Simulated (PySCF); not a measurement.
## Steps of a relaxation of [PbH3]+

[PbH3]+ (singlet). PySCF 2.14.0, RKS PBE0, Pb def2-SVP with ECP60, H def2-SVP; non-relativistic Hamiltonian with scalar-relativistic core potentials where named; density fitting; no spin-orbit coupling. Origin of the start: template. Columns: position (Å) and force (eV/Å). Energies are counted from the last step; some of the 7 steps are shown. Forces carry noise of the integration grid, about 0.01 to 0.03 eV/Å.

Run from Python with OMP_NUM_THREADS=2. Where DIIS fails, smearing, a level shift and second-order steps follow.
It took 3.7 s on 2 threads of Arm Neoverse V1 (shared host), from the converged density of the start.

```xyz
4
step 0  E = 1.491 eV
Pb   -0.0092    0.0000    0.0000     3.03    0.00    0.00
H    -0.0092    0.0000    1.9200    -0.90    0.00   -1.67
H    -0.0092    0.0000   -1.9200    -0.90    0.00    1.67
H     1.9108    0.0000    0.0000    -1.22    0.00    0.00
```

```xyz
4
step 2  E = 0.197 eV
Pb    0.3210    0.0000    0.0000    -0.16    0.00    0.00
H    -0.2339    0.0000    1.6760    -0.31    0.00   -0.57
H    -0.2339    0.0000   -1.6760    -0.31    0.00    0.57
H     2.0302    0.0000    0.0000     0.78    0.00    0.00
```

```xyz
4
step 4  E = 0.002 eV
Pb    0.4550    0.0000    0.0000     0.09    0.00    0.00
H    -0.3834    0.0000    1.5206    -0.06    0.00    0.02
H    -0.3834    0.0000   -1.5206    -0.06    0.00   -0.02
H     2.1951    0.0000    0.0000     0.03    0.00    0.00
```

Task: Where does the relaxation end?

Result: It converges at step 6 in D3h:
```xyz
4
step 6  E = 0
Pb    0.4701    0.0000    0.0000
H    -0.3988    0.0000    1.5080
H    -0.3988    0.0000   -1.5080
H     2.2109    0.0000    0.0000
```

Task: How did the contacts change?

Result: 
```
   contact  start (Å)  end (Å)
Pb1–H2 (H)      1.920    1.740
Pb1–H3 (H)      1.920    1.740
Pb1–H4 (H)      1.920    1.741
```
